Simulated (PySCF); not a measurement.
A PySCF script (with the pyscf-properties extension) for the NMR shieldings of SMILES [Si@@]1(C)(N)CC[Si@@H](NC)O1, C$_{4}$H$_{14}$N$_{2}$OSi$_{2}$, on a GFN2-xTB geometry:

```python
import basis_set_exchange as bse
import numpy as np
from pyscf import gto, dft
from pyscf.prop import nmr

atoms = """
C     3.502904   -0.149294    1.132470
N     2.081726   -0.259553    1.346960
Si    1.031408   -0.765222    0.087834
C     0.773932    0.613139   -1.194935
C    -0.722761    0.612103   -1.530986
Si   -1.647348    0.071809    0.045370
C    -3.178135   -1.006748   -0.182681
N    -2.080389    1.463224    0.973269
O    -0.460675   -0.833981    0.747074
H     4.010810   -1.120183    1.146478
H     3.950880    0.485949    1.898562
H     3.670589    0.304142    0.158582
H     1.870607   -0.617070    2.267055
H     1.268781   -2.084259   -0.513807
H     1.038277    1.573790   -0.747383
H     1.375819    0.514003   -2.098414
H    -1.037355    1.579191   -1.920293
H    -0.905469   -0.116909   -2.322129
H    -2.969722   -1.873591   -0.798810
H    -3.544943   -1.359635    0.774297
H    -3.969198   -0.436941   -0.654243
H    -2.722927    1.341862    1.739558
H    -1.341566    2.091158    1.249739
"""
names = dict.fromkeys(["C", "N", "Si", "O", "H"], "pcSseg-1")
basis = {el: gto.basis.parse(bse.get_basis(n, elements=[el], fmt="nwchem")) for el, n in names.items()}
mol = gto.M(atom=atoms, basis=basis, charge=0, verbose=0)
mf = dft.RKS(mol, xc="PBE0")
mf.grids.level = 2
mf.grids.alignment = dft.numint.BLKSIZE   # the property module wants whole blocks of grid points
mf.conv_tol = 1e-9
mf.kernel()

calc = nmr.RKS(mf)   # GIAO
C = mf.mo_coeff
Co = C[:, mf.mo_occ > 0]
resp = mf.gen_response(singlet=True, hermi=2)
def vind(x):   # induced exchange potential for any number of trial vectors
    d = np.einsum("pi,xij,qj->xpq", C, 2 * x.reshape(-1, C.shape[1], Co.shape[1]), Co, optimize=True)
    return np.einsum("xpq,pi,qj->xij", resp(d - d.transpose(0, 2, 1)), C, Co, optimize=True).ravel()
mo1, _ = nmr.rhf.solve_mo1(calc, with_cphf=vind)
sigma = calc.kernel(mo1)
for i, s in enumerate(sigma):   # ppm
    print("%2d %-2s %9.2f" % (i, mol.atom_pure_symbol(i), np.trace(s) / 3))
```

Question: What are the results?

Answer: 
```
 0 C     158.51
 1 N     236.95
 2 Si    353.54
 3 C     174.46
 4 C     176.62
 5 Si    344.35
 6 C     189.14
 7 N     233.34
 8 O     232.58
 9 H      28.89
10 H      28.88
11 H      29.37
12 H      31.16
13 H      26.48
14 H      31.11
15 H      30.65
16 H      30.64
17 H      31.18
18 H      31.80
19 H      31.50
20 H      31.75
21 H      30.85
22 H      31.03
```

These numbers come from an equivalent density-fitted implementation of the same equations, which agrees with the script to about 0.01 ppm for H and up to a few tenths of a ppm for heavy atoms, so last digits may differ.

Question: Turn these shieldings into chemical shifts. Shifts are taken against calculated references (same method and geometry level): ¹³C (σ = 186.93 ppm), ²⁹Si (σ = 349.16 ppm), ¹H (σ = 31.72 ppm) vs TMS; NH3 for ¹⁵N (σ = 267.73 ppm); ¹⁷O (σ = 336.08 ppm) vs H2O.

Answer: Averaging equivalent atoms: C 0: 28.4; C 3: 12.5; C 4: 10.3; C 6: -2.2; N 7: 34.4; N 1: 30.8; Si 5: 4.8; Si 2: -4.4; O 8: 103.5; H 13: 5.23; H 9/10/11: 2.67; H 16: 1.08; H 15: 1.07; H 21/22: 0.78; H 14: 0.61; H 12: 0.56; H 17: 0.53; H 18/19/20: 0.03 ppm. Experimental scales use liquid or dissolved standards, which lie at an offset from isolated NH3 (liquid NH3: subtract about 20 ppm) and H2O (liquid H2O: subtract about 36 ppm).

Size and cost of the density-fitted run: 237 basis functions, 2.1 min wall time on 1 thread of an Arm Neoverse N1, shared host; peak memory 1.1 GiB.
